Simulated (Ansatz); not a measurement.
Input file for BrClH3NSi (`N[SiH](Cl)Br`):

```yaml
crystal:
  periodic: [false, false, false]
  atoms:
    - {symbol: N, position_ang: [-0.095632, 1.096264, 0.190889]}
    - {symbol: Si, position_ang: [0.276946, -0.535466, -0.064694]}
    - {symbol: Cl, position_ang: [0.094944, -1.496687, 1.726184]}
    - {symbol: Br, position_ang: [-1.045363, -1.589324, -1.512967]}
    - {symbol: H, position_ang: [-0.896471, 1.352364, 0.746542]}
    - {symbol: H, position_ang: [0.080555, 1.768078, -0.539846]}
    - {symbol: H, position_ang: [1.646322, -0.663228, -0.591709]}
basis:
  gaussian: {orbitals: def2-SVP}
correlation: {method: ccsd_t}
```

```sh
$ ansatz run in.yaml --threads 4 --pin off --events-out ev --progress --plain
```

Output of Ansatz, abridged:

```
Functional definition: HF
927 factors; integrals over basis functions are off by at most 1.1e-3 eV
mean field evaluation 1: about -91879.3668 eV, gradient 3.0e1 eV
mean field evaluation 2: about -91879.3807 eV, gradient 3.0e1 eV
mean field evaluation 4: about -91881.5619 eV, gradient 2.2e0 eV
mean field evaluation 8: about -91881.5827 eV, gradient 1.4e-1 eV
mean field -91881.58279195 eV, -3376.5858880306 hartree, gradient 7.8e-7 eV, S^2 0.000000; 0 other end points of the search recorded, 0 dependent functions left out
20 core orbitals not correlated: weight in the atoms' cores, before any rotation towards them, 1.000 or more for the frozen orbitals, at most 0.000 for the correlated occupied ones
reference -91881.58279195 eV, -3376.5858880306 hartree; 18, 18 occupied and 59, 59 virtual orbitals, 927 factors
second order -17.04227835 eV of doubles, -0.00000000 eV of singles
cycle   1  -17.51304916 eV  change   -4.7e-1 eV  update   7.6e-2
cycle   2  -17.87138769 eV  change   -3.6e-1 eV  update   2.1e-2
cycle   3  -17.92068292 eV  change   -4.9e-2 eV  update   9.1e-3
cycle   4  -17.91522395 eV  change    5.5e-3 eV  update   2.1e-3
cycle   5  -17.91590549 eV  change   -6.8e-4 eV  update   8.0e-4
cycle   6  -17.91565941 eV  change    2.5e-4 eV  update   2.4e-4
cycle   7  -17.91557958 eV  change    8.0e-5 eV  update   8.3e-5
cycle   8  -17.91561578 eV  change   -3.6e-5 eV  update   2.3e-5
perturbative correction -0.41044441 eV, -0.0150835540 hartree
Total energy: -91899.90885214 eV, -3377.2593583207 hartree
```

Hardware: 4 threads of a server CPU on a shared host. Wall time 3.2 s, peak host memory 0.34 GiB.

The correlation energy is -18.326 eV, 2.2 % of it from (T); the T1 diagnostic reads 0.0079.
